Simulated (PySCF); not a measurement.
C2H8GeN2. Atoms are numbered in the order given.

```xyz
13

Ge     0.1430     0.0213    -0.3393
N      1.4539    -1.2647    -0.2482
N      0.9708     1.6710    -0.4802
C     -1.0249    -0.2249     1.2067
C     -2.3413    -0.4320     1.0840
H     -0.7079    -0.1116    -1.6195
H      1.6175    -1.6570     0.6757
H      2.3423    -1.0025    -0.6701
H      1.4495     1.9856     0.3627
H      0.3627     2.4227    -0.8026
H     -0.5902    -0.1739     2.2144
H     -2.8250    -0.4914     0.1015
H     -3.0010    -0.5553     1.9511
```

The structure is a stationary point at B3LYP-D3(BJ)/def2-SVP. One conformer was computed; it need not be the lowest.

Method: PySCF with TDA-PBE/def2-SVPD.

Vertical excitations. Isolated molecule, no solvent.

```
state  energy (eV)  λ (nm)      f                                          main pairs
-----  -----------  ------  -----  --------------------------------------------------
S1            4.36     284  0.002                                      HOMO→LUMO 91 %
S2            4.72     263  0.046                                    HOMO−1→LUMO 87 %
S3            5.57     222  0.059                                    HOMO→LUMO+1 95 %
S4            5.76     215  0.041                                  HOMO−1→LUMO+1 95 %
S5            6.16     201  0.006                                    HOMO→LUMO+2 95 %
S6            6.30     197  0.006                HOMO→LUMO+3 72 %, HOMO−1→LUMO+2 21 %
S7            6.35     195  0.009                HOMO−1→LUMO+2 76 %, HOMO→LUMO+3 18 %
S8            6.40     194  0.012                                    HOMO−3→LUMO 85 %
S9            6.53     190  0.013                                  HOMO−1→LUMO+3 94 %
S10           6.55     189  0.013                                    HOMO→LUMO+4 96 %
T1            4.11     301      0  HOMO→LUMO 64 %, HOMO−1→LUMO 21 %, HOMO−2→LUMO 13 %
T2            4.32     287      0  HOMO−1→LUMO 47 %, HOMO→LUMO 35 %, HOMO−2→LUMO 18 %
T3            4.64     267      0                  HOMO−2→LUMO 66 %, HOMO−1→LUMO 32 %
T4            5.30     234      0                                    HOMO→LUMO+1 98 %
```
Triplets are in the Tamm–Dancoff approximation.
